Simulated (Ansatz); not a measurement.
`C[SiH2]C1C=N1` + H₂O → `C[SiH2]O` + `C1=NC1` at 700 K and 1 bar (formal hydrolysis of the Si–C bond).

Calculated with Ansatz (gas phase, PBE0-D4/def2-TZVP geometries, no zero-point term in ΔE). CCSD(T)/CBS adds triple-zeta CCSD(T) − MP2 to the extrapolated MP2 energy (def2 sets, frozen cores). This one scheme is used for every species. One conformer a species, not always the lowest.

```tsv
species	CCSD(T)/CBS energy (Eh)	H − E (kJ/mol)	S (J/(mol·K))
`C[SiH2]C1C=N1`	-462.07352	316.0	468.8
H₂O	-76.37941	80.5	218.4
`C[SiH2]O`	-405.96945	239.4	390.4
`C1=NC1`	-132.51911	156.2	299.5
```

H − E and S are ideal-gas, rigid-rotor, harmonic terms from PBE0-D4/def2-TZVP, for one conformer and one mirror image of each species. 1 Eh = 2625.50 kJ/mol, R = 8.31446 J/(mol·K).

Question: By hand: ΔE, ΔH, ΔS and ΔG.

Answer: ΔE = (-405.96945) + (-132.51911) − (-462.07352) − (-76.37941) = -0.03563 Eh = -93.5 kJ/mol. Δ(H − E) = 239.4 + 156.2 − 316.0 − 80.5 = -0.9, so ΔH = -94.4 kJ/mol. ΔS = 390.4 + 299.5 − 468.8 − 218.4 = 2.7 J/(mol·K). ΔG = -94.4 − 700 × (2.7)/1000 = -96.3 kJ/mol.

Question: By hand: the equilibrium constant, and the temperature at which ΔG would vanish if ΔH and ΔS stayed fixed.

Answer: log₁₀ K = −ΔG/(RT ln 10) = 7.2. ΔH and −TΔS have one sign here, so there is no such temperature. One of them is within its doubt of zero, so this could turn.

The number of gas molecules stays the same, so ΔS is small and ΔH decides. A doubt of 5 kJ/mol in ΔE shifts log₁₀ K by 0.4 here. Other conformers and mirror images would add mixing entropy, several J/(mol·K) or more a flexible species. Modes under 60 cm⁻¹, often nearly free rotors, make the harmonic entropy too high. These are equilibria of isolated gas molecules and say nothing of rates. Largest T1 diagnostic: 0.012 (customary marks: 0.02 for closed shells, 0.045 for open ones).
